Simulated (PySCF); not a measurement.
2-(disilanyl)ethanol (C2H10OSi2), SMILES C(C[SiH2][SiH3])O. Atoms are numbered in the order given.

```xyz
15

O     -2.9872    -0.7876    -0.0884
C     -1.7739    -0.0904    -0.2727
C     -0.8819    -0.0931     0.9690
Si     0.8102     0.7433     0.7429
Si     2.0165    -0.2605    -1.0102
H     -3.4695    -0.3593     0.6312
H     -1.2619    -0.5979    -1.1072
H     -1.9512     0.9541    -0.6046
H     -1.3970     0.4187     1.8034
H     -0.7169    -1.1348     1.2944
H      0.6280     2.1969     0.4411
H      1.5895     0.6318     2.0126
H      2.1219    -1.7331    -0.7791
H      1.3229    -0.0412    -2.3150
H      3.3941     0.3077    -1.1058
```
Charge 0, spin multiplicity 1.

Geometry: B3LYP-D3(BJ)/def2-SVP. Other conformers were not sampled.

Level of theory: TDDFT-ωB97X/def2-SVPD (PySCF 2.14.0).

Vertical excitations. 

**Question.** Give excitation energies, oscillator strengths and character. (Estimate from the structure and the level; the computed values follow.)

**Answer.** 
```csv
state,energy (eV),λ (nm),f,main pairs
S1,7.30,170,0.042,"HOMO→LUMO 60 %, HOMO−1→LUMO 12 %, HOMO→LUMO+4 9 %"
S2,7.43,167,0.012,"HOMO−1→LUMO 29 %, HOMO−1→LUMO+4 26 %, HOMO−1→LUMO+2 12 %, HOMO→LUMO+4 8 %"
S3,7.53,165,0.027,"HOMO→LUMO+3 59 %, HOMO→LUMO+2 16 %"
S4,7.99,155,0.006,"HOMO→LUMO+1 55 %, HOMO→LUMO+2 15 %, HOMO−1→LUMO+1 10 %"
S5,8.24,150,0.349,"HOMO→LUMO+2 30 %, HOMO→LUMO+1 13 %, HOMO→LUMO 12 %, HOMO→LUMO+3 10 %"
S6,8.35,149,0.049,"HOMO→LUMO+5 59 %, HOMO−1→LUMO+5 13 %, HOMO→LUMO+1 9 %"
S7,8.37,148,0.225,"HOMO−1→LUMO 29 %, HOMO−1→LUMO+4 11 %, HOMO−1→LUMO+2 11 %, HOMO−2→LUMO 11 %"
S8,8.56,145,0.016,"HOMO→LUMO+6 20 %, HOMO−1→LUMO+3 14 %, HOMO−3→LUMO 13 %, HOMO−2→LUMO+3 9 %"
S9,8.60,144,0.051,"HOMO−3→LUMO 32 %, HOMO→LUMO+6 17 %, HOMO−2→LUMO 6 %"
S10,8.66,143,0.067,"HOMO−2→LUMO 35 %, HOMO−1→LUMO+6 9 %, HOMO→LUMO+6 6 %"
T1,6.47,192,0,"HOMO→LUMO 54 %, HOMO→LUMO+4 12 %, HOMO−1→LUMO 9 %"
T2,6.62,187,0,"HOMO→LUMO+3 52 %, HOMO→LUMO+2 19 %, HOMO−1→LUMO+3 12 %"
T3,7.17,173,0,"HOMO−1→LUMO+4 27 %, HOMO−1→LUMO 26 %, HOMO−1→LUMO+2 14 %, HOMO→LUMO+4 8 %"
T4,7.38,168,0,"HOMO→LUMO+2 33 %, HOMO→LUMO+3 13 %, HOMO→LUMO+1 9 %, HOMO−1→LUMO+2 8 %"
```
Triplets are in the Tamm–Dancoff approximation, which puts them higher than full response would, so one can lie above its singlet here.
